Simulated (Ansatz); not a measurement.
Al2Ru3, relaxed as a singlet with RKS PBE-D4/def2-SVP in Ansatz, starting from the GFN2-xTB geometry. Force threshold 0.02 eV/Å.

In the def2 sets Ru takes a core potential; there is no spin–orbit coupling. The structure comes from a short search, and lower isomers may exist.

Start:

```xyz
5

Ru   -0.424    1.014    1.384
Ru   -0.580    0.207   -0.827
Ru   -0.581   -2.101   -1.097
Al    0.650   -1.150    0.863
Al    0.935    2.030   -0.323
```

Q: Estimate the energy that the relaxation releases and the steps that it takes.

A: 1.32 eV, in 12 steps; 30 s on 4 threads of Arm Neoverse V1 on a shared host. No frequencies were taken in this run, so the end may be a saddle point.

Q: Does the start keep its bonding?

A: Bonds formed: Ru3–Al5 (atoms count from 1). The end is the same structure that another start reached, the lowest one found.

Q: Predict the relaxed structure.

A: 
```xyz
5

Ru   -0.332    1.156    1.336
Ru   -1.304    0.074   -0.394
Ru    0.343   -1.157   -1.333
Al    0.304   -1.196    1.113
Al    0.989    1.123   -0.723
```
Bond lengths (bridged metal pairs left out): 6 × Al–Ru 2.45 to 2.54 Å; 2 × Ru–Ru 2.26 Å.
